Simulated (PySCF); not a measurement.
CsI, charge +1, multiplicity 2. Atoms are numbered in the order given.

```xyz
2

Cs     0.0000     0.0000    -1.9729
I      0.0000     0.0000     2.0473
```
Charge +1, spin multiplicity 2.

The structure is a stationary point at r2SCAN-D4/def2-TZVPD. The spin state was assumed, not searched. The def2 effective core potentials stand for the cores of Cs, I; spin–orbit coupling is left out.

Calculation: r2SCAN-D4/def2-TZVPD (PySCF 2.14.0).

Frequencies are harmonic and unscaled.

| mode | ν (cm⁻¹) | IR (km/mol) | moving atoms (share of kinetic energy) |
|---|---|---|---|
| 1 | 42 | 5.6 | I 51 %, Cs 49 % |
